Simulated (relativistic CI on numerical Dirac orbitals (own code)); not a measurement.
## Mn+ in a cubic cluster: L2,3 absorption with charge transfer

Computed with a charge-transfer multiplet model of a cubic metal-ligand cluster with up to 2 ligand holes, Slater and spin-orbit integrals from Dirac-Coulomb-Breit ions, Slater integrals scaled by 0.9. The ground state mixes d6 with configurations of k ligand holes L, whose averages lie at kΔ + k(k − 1)U_dd/2; a core hole lowers each added d electron by U_cd. 300 K, Lorentzian 0.4 eV and Gaussian 0.3 eV FWHM.

Atomic integrals in eV (Slater integrals scaled, ζ unscaled), ground: F2dd 8.104, F4dd 4.987, zeta_d 0.031; with the core hole: F2dd 8.909, F4dd 5.495, zeta_d 0.046, zeta_core 6.798, F2cd 5.118, G1cd 3.719, G3cd 2.111.

Cluster parameters (eV): Δ = 6.5, U_dd = 5.2, 10Dq = 0.95, 10Dq(ligand) = 0, V(eg) = 2.7, V(t2g) = -1.45, final-state hopping factor = 1.

| Case | n_d | d6 | d7L | d8L2 | S |
| --- | --- | --- | --- | --- | --- |
| U_cd = 4.3 eV | 6.20 | 0.81 | 0.18 | 0.01 | 2.00 |
| U_cd = 4.9 eV | 6.20 | 0.81 | 0.18 | 0.01 | 2.00 |
| U_cd = 5.5 eV | 6.20 | 0.81 | 0.18 | 0.01 | 2.00 |
| U_cd = 6.1 eV | 6.20 | 0.81 | 0.18 | 0.01 | 2.00 |
| U_cd = 7.3 eV | 6.20 | 0.81 | 0.18 | 0.01 | 2.00 |

Weights, n_d and S are thermal averages at 300 K. Photon energies count from the first peak over 30 % of the highest in each spectrum, which can be another peak from case to case. The parameters are a model scan and need not match a compound or its usual spin state. Peaks in eV (height, largest 100):
- U_cd = 4.3 eV: 0.0 (34), 1.3 (100), 2.5 (56), 3.9 (21), 5.0 (11), 10.7 (16), 12.0 (28), 15.0 (7)
- U_cd = 4.9 eV: 0.0 (34), 1.4 (100), 2.5 (57), 3.9 (21), 5.0 (11), 10.7 (16), 12.1 (28), 15.0 (7)
- U_cd = 5.5 eV: 0.0 (35), 1.4 (100), 2.5 (56), 3.9 (21), 4.9 (11), 10.7 (15), 12.1 (29), 13.0 (16), 14.9 (8)
- U_cd = 6.1 eV: 0.0 (35), 1.4 (100), 2.5 (56), 3.8 (20), 4.9 (11), 10.7 (15), 12.1 (28), 13.0 (16), 14.9 (8)
- U_cd = 7.3 eV: 0.0 (36), 1.4 (100), 2.5 (56), 10.8 (16), 12.2 (28), 13.0 (17), 14.8 (8)

For the case U_cd = 6.1 eV, Δ = 6.5 eV is larger than U_dd = 5.2 eV, the Mott-Hubbard side of the Zaanen-Sawatzky-Allen scheme. With the core hole the configuration with one ligand hole lies at Δ + U_dd − U_cd = 7.4, 6.8, 6.2, 5.6, 4.4 eV from the one without, in the order of the table; where this is negative the screened configuration lies lower, though the effective hopping of about 4.2 eV (from the holes of the mixed ground state) mixes the two strongly wherever it is as large as the gap.
